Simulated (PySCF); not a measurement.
C2H6GaI, SMILES [CH3][Ga]([CH3])[I].

Geometry optimised at PBE0-D3(BJ)/def2-SVP. The structure was generated by enumeration; whether it is a known compound was not checked. The def2 effective core potentials stand for the cores of I; spin–orbit coupling is left out.

Two levels are set side by side: PBE/def2-TZVP (PySCF) and ωB97X/def2-TZVP (PySCF). Same geometry, gas phase. Differences are taken from unrounded values.

```tsv
quantity	ωB97X	PBE	PBE minus ωB97X
orbital gap (eV)	9.99	4.07	-5.92
highest occupied level (eV)	-9.32	-5.99	3.33
lowest empty level (eV)	0.68	-1.92	-2.60
dipole moment (D)	2.80	2.67	-0.13
mean polarisability (bohr³)	84.9	89.5	4.7
```

PBE's occupied levels lie high since its potential decays too fast outside the molecule; exact exchange lowers them and widens the gap. Loosely held outer electrons make PBE densities more polarisable. Differences between two approximate levels are no errors against the true value.

Rough cost on one machine, each run with all the roots and properties that it gave: ωB97X against PBE within a factor of 2.
